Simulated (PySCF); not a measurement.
# Electron correlation in Ni²⁺ (nickel, charge +2)

[Ar] 3d7 4p1, one real determinant (an excited configuration). All numbers are calculated (PySCF 2.14, the spin-free X2C one-electron Hamiltonian (Gaussian nucleus), in x2c-QZVPPall with one added diffuse shell each of s, p, d, f, g type (12s8p7d5f3g, 133 functions)). Frozen: [Ne]; 16 electrons correlated.

MP2 pair energies summed by pair of shells (mhartree):

| pair | energy | share (%) |
| --- | --- | --- |
| 3p-3d | -199.01 | 36.3 |
| 3d-3d | -188.41 | 34.4 |
| 3p-3p | -57.76 | 10.5 |
| 3s-3d | -45.44 | 8.3 |
| 3s-3p | -29.92 | 5.5 |
| 3d-4p | -16.37 | 3.0 |
| 3p-4p | -6.07 | 1.1 |
| 3s-3s | -4.78 | 0.9 |
| 3s-4p | -0.57 | 0.1 |

Total MP2 correlation energy: -548.32 mhartree.

Same-spin part -180.57 and opposite-spin part -367.75 mhartree; SCS-MP2 scales them by 1/3 and 6/5 to -501.49 mhartree.

The reference is one real determinant that mixes LS terms of this configuration.

This basis was not built for core-valence correlation, so the inner-shell part is incomplete.
